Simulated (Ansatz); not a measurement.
Start from `N=C(N)[SiH3]` and change one atom or group to get `N=C(N)[SeH]`.

Ansatz, PBE0-D4/def2-TZVP geometries, multiplicity 1. Each molecule was computed in one conformer, which needn't be the lowest.

Scalar relativity is left out up to krypton.

| property | `N=C(N)[SiH3]` |
| --- | --- |
| HOMO energy (PBE/def2-TZVPP) / eV | -5.88 |
| HOMO–LUMO gap (B3LYP/def2-TZVPP) / eV | 6.72 |
| HOMO energy (ωB97M-V/def2-TZVPP) / eV | -9.44 |
| size of the dipole moment (B3LYP/def2-TZVPP) / D | 3.26 |
| HOMO energy (PBE0/def2-TZVPP) / eV | -7.16 |
| ideal-gas entropy at 298 K and 1 bar (rigid rotor, harmonic PBE0-D4/def2-TZVP) / J/(mol·K) | 320 |

Task: What does the change do to each property? (Estimate.)

Result: Ansatz gave: 
```
                                                                                  property  `N=C(N)[SeH]`  shift
                                                         HOMO energy (PBE/def2-TZVPP) / eV          -5.79   0.09
                                                     HOMO–LUMO gap (B3LYP/def2-TZVPP) / eV           6.07  -0.65
                                                     HOMO energy (ωB97M-V/def2-TZVPP) / eV          -9.20   0.24
                                          size of the dipole moment (B3LYP/def2-TZVPP) / D           1.51  -1.75
                                                        HOMO energy (PBE0/def2-TZVPP) / eV          -7.00   0.16
ideal-gas entropy at 298 K and 1 bar (rigid rotor, harmonic PBE0-D4/def2-TZVP) / J/(mol·K)            309    -11
```

With PBE0 the HOMO rises by 0.16 eV and the LUMO falls by 0.43 eV, so the gap narrows by about 0.59 eV. PBE moves the HOMO by 0.09 eV and ωB97M-V by 0.24 eV. The zero-point energy changes by -41.9 kJ/mol with -6 modes. Dipoles are sizes alone; their direction can turn. Modes under 60 cm⁻¹, often nearly free rotors, make the harmonic entropy too high.

B3LYP here is the variant with VWN-RPA as its local correlation; programs differ in this.

Spin–orbit coupling is left out; it splits and shifts lone-pair levels of the heavy atoms by tenths of an eV.
